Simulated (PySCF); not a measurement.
## NMR problem set

[PySCF 2.14: geometry: GFN2-xTB; shielding tensors at PBE0/pcSseg-1 (GIAO); non-relativistic Hamiltonian; in vacuum; fast rotation and ring inversion assumed for equivalent nuclei; one computed conformer]

Chemical shifts δ = σref − σ; $^{1}$H (σref 31.72), $^{13}$C (σref 186.93) against TMS, all at this level. Splittings of carbon signals by F and P are missing where no couplings were computed. Where no couplings were computed, multiplicities follow the n + 1 count of equivalent neighbours, and m marks all less simple cases (inequivalent or close neighbours, rings, F or P nearby). Acid and N–H amide carbonyl carbons lie up to 10 ppm further downfield in solution (hydrogen bonding). Shifts are as computed. Against solution values, carbons near 30 ppm lie about +3 ppm off and those near 130 ppm about +5 ppm. Of 1309 compounds with measured shifts, 239 miss one by over three times the rms of a fit or turn the order of signals round; such compounds aren't used in these exercises. OH and NH positions are gas-phase values without hydrogen bonding to other molecules.

Task: C5H11NOSi. $^{1}$H NMR (600 MHz, computed): δ 7.11 (m, 1H), 5.85 (m, 1H), 4.84 (br, 1H), 4.23 (d, 3H), 3.03 (d, 3H), 3.02 (d, 2H). $^{13}$C{$^{1}$H} NMR (computed): δ 168.4, 161.2, 122.4, 48.7, 26.6. Identify the compound.

Result: SMILES CNC(=O)C/C=C\[SiH3]. Rings plus π bonds: 2 (no ring in the answer). 5 carbon signals for 5 carbons: no two carbons are equivalent. Carbon types of the structure: 1 × C, 2 × CH, 1 × CH2, 1 × CH3, leaving 4 H on heteroatoms. δC 168.4: amide carbonyl carbon; lone-pair donation from the attached heteroatom keeps it upfield of a ketone carbonyl. δC 161.2, 122.4: alkene CH; an sp2 carbon of a C=C bond. δH 7.11, 5.85: hydrogen on an alkene CH; attached to an sp2 carbon and in the plane of the double bond. δH 3.03: hydrogen on a methyl carbon bonded to N; its carbon carries N, an electronegative neighbour.

The shifts were computed for this structure.

Task: C7H9F. $^{1}$H NMR (400 MHz, computed): δ 6.50 (m, 1H), 6.41 (m, 1H), 3.15 (m, 2H), 2.37 (m, 2H), 1.24 (t, 3H). $^{13}$C{$^{1}$H} NMR (computed): δ 159.7 (C), 143.0 (CH), 140.8 (CH), 123.7 (C), 36.3 (CH2), 28.2 (CH2), 15.0 (CH3). Identify the compound.

Result: SMILES CC/C(F)=C1\C=CC1. The formula gives 3 degrees of unsaturation (1 ring in the answer). 7 carbon signals for 7 carbons: no two carbons are equivalent. Carbon types of the structure: 2 × C, 2 × CH, 2 × CH2, 1 × CH3, which accounts for all hydrogens. δC 159.7, 123.7: fully substituted alkene carbon; an sp2 carbon of a C=C bond. δC 143.0, 140.8: alkene CH; an sp2 carbon of a C=C bond. δH 6.50, 6.41: hydrogen on an alkene CH; olefinic region. δH 3.15, 2.37: hydrogen on an allylic sp3 CH2; allylic position.

The data come from this structure; uniqueness wasn't tested.
